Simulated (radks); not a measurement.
The numbers below are computed, except where a source is named.
The oxygen anion O-, [He] 2s2 2p5, held by a Watson sphere: a shell of charge +1.21 at radius R that stands for the Madelung well of a crystal (potential energy -1.21/R inside, -1.21/r outside, in hartree with lengths in bohr). Level of theory: scalar-relativistic Kohn-Sham, r2SCAN, spin-polarised, spherical densities, finite nucleus; open shells are filled with parallel spins first; meta-GGA in the generalised Kohn-Sham scheme; Fermi nuclear charge, rms radius of each element as measured or else 0.836 A^(1/3) + 0.57 fm (a radial shooting solver on a logarithmic mesh with Libxc functionals).

| R (bohr) | e(2s down) (eV) | e(2p up) (eV) | e(2p down) (eV) | <r> 2p (bohr) | sum of <r^2> (bohr^2) | X-ray form factor at sin(theta)/lambda = 0.1 1/angstrom |
|---|---|---|---|---|---|---|
| 2.11 | -24.924 | -11.056 | -9.314 | 1.418 | 16.04 | 7.952 |
| 2.73 | -22.956 | -9.267 | -7.542 | 1.495 | 17.49 | 7.881 |
| 3.51 | -21.170 | -7.576 | -5.835 | 1.569 | 18.86 | 7.824 |
| 3.68 | -20.856 | -7.275 | -5.529 | 1.583 | 19.11 | 7.815 |
| 3.73 | -20.768 | -7.190 | -5.442 | 1.587 | 19.18 | 7.813 |
